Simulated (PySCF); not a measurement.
**How methods differ on the excitation energy of Ru**

Ru [Kr] 4d7 5s1 (5F) → Ru [Kr] 4d6 5s1 5p1 (high-spin determinant), as a difference of total energies. Calculation: PySCF 2.14, in x2c-TZVPPall with one added diffuse shell each of s, p, d, f type (9s7p7d3f1g, 95 functions); the spin-free X2C one-electron Hamiltonian (Gaussian nucleus). Correlated levels: valence: [Kr] frozen. The calculations carry no spin-orbit coupling.

| method | excitation energy (cm⁻¹) |
| --- | --- |
| UHF | 13622 |
| MP2 (valence) | 24603 |
| SCS-MP2 (valence) | 27154 |
| CCSD (valence) | 23337 |
| CCSD(T) (valence) | 24026 |

A first-order spin-orbit estimate (lowest level to lowest level, LS coupling) adds 0.109 eV.

The determinant of the upper state mixes LS terms, which raises its energy above the lowest term, most at the Hartree-Fock and MP2 levels.
